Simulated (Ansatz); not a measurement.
C3H7FSi can be A, `C/C=C(\F)[SiH3]`, or B, `FC[SiH]1CC1`.

Isolated molecules relaxed with PBE0-D4/def2-TZVP in Ansatz; ΔE leaves out vibrations. CCSD(T)/CBS is the MP2 limit (def2-TZVPP, def2-QZVPP) plus CCSD(T) − MP2 in def2-TZVPP, frozen cores. DFT in def2-TZVPP. Each species was taken in one conformer, which may not be the lowest.

A:

```xyz
12

C     0.634    1.688    1.079
C     0.455    0.628    0.051
C    -0.387   -0.396    0.125
F    -1.177   -0.528    1.224
Si   -0.621   -1.736   -1.158
H    -0.016    1.527    1.938
H     0.416    2.674    0.659
H     1.671    1.716    1.428
H     1.060    0.682   -0.849
H     0.305   -1.445   -2.281
H    -0.315   -3.067   -0.574
H    -2.026   -1.745   -1.642
```

B:

```xyz
12

F    -1.369   -0.314   -2.435
C    -1.491   -0.026   -1.079
Si   -0.041   -0.715   -0.091
C     0.513    0.246    1.386
C     1.452    0.335    0.162
H    -2.445   -0.437   -0.734
H    -1.532    1.062   -0.959
H     0.088   -2.188   -0.099
H    -0.008    1.158    1.660
H     0.899   -0.285    2.250
H     1.510    1.301   -0.330
H     2.423   -0.137    0.268
```

Which is lower in electronic energy at CCSD(T)/CBS, and by how much? (An estimate is asked.)

The calculation gave: A, by 10.6 kcal/mol.

Give E(B) − E(A) in kcal/mol with PBE-D4, B2PLYP, PBE0-D4, HF/def2-TZVPP, CCSD/def2-TZVPP, MP2/def2-TZVPP, ωB97M-V. (Best estimate.)

Computed: PBE-D4 8.4, B2PLYP 11.9, PBE0-D4 7.7, HF/def2-TZVPP 17.5, CCSD/def2-TZVPP 11.4, MP2/def2-TZVPP 8.9, ωB97M-V 9.3. None reverses the order clearly.

Largest T1 diagnostic: 0.012.

From PBE to PBE0 (25 % exact exchange), in def2-TZVPP and without D4, E(B) − E(A) moves by −0.7 kcal/mol. In def2-TZVPP, CCSD(T) changes the Hartree–Fock value by −6.3 kcal/mol (the triples alone add −0.1 kcal/mol) and MP2 by −8.6 kcal/mol.
